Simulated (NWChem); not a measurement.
System: C3H3N2, doublet; SMILES [c]1cc[nH]n1

NWChem input:

```
start job
memory heap 200 mb stack 900 mb global 1100 mb
geometry units angstroms noautosym nocenter noautoz
  C     -1.206878    -0.050030     0.000000
  N     -0.586409     1.098814     0.000000
  N      0.725937     0.755463     0.000000
  C      0.914436    -0.598728     0.000000
  C     -0.356754    -1.182456     0.000000
  H      1.441356     1.484239     0.000000
  H      1.917373    -1.043072     0.000000
  H     -0.606769    -2.247413     0.000000
end
basis spherical
  * library 6-31g*
end
dft
  odft
  mult 2
  xc hfexch
  iterations 150
  mulliken
end
task dft energy
esp
  recalculate
  probe 0.07
  range 0.3
  factor 1.0
  spacing 0.02
end
task esp
```

In the optimisation the excess spin sits in a' (Cs, its own frame). All runs use the structure optimised with PBE-D3(BJ)/def2-SVP, spin-unrestricted. The determinant is spin-contaminated (<S²> = 1.00). No stability test was run on the SCF state.

Atomic charges in e: unrestrained fits to the electrostatic potential beside Mulliken populations; buried atoms are poorly determined by the fit.

Atoms are numbered as in the input.

### Question
Give the results of this calculation. (UHF/6-31G* (spherical d).) Quantities: ESP C1; Mulliken C1; ESP N2; Mulliken N2; ESP N3; Mulliken N3; ESP C4; Mulliken C4; ESP C5; Mulliken C5; relative RMS misfit of the potential (%).

### Answer
```yaml
ESP C1: 0.22
Mulliken C1: 0.24
ESP N2: -0.43
Mulliken N2: -0.27
ESP N3: -0.01
Mulliken N3: -0.56
ESP C4: -0.09
Mulliken C4: 0.09
ESP C5: -0.26
Mulliken C5: -0.37
relative RMS misfit of the potential (%): 28
```
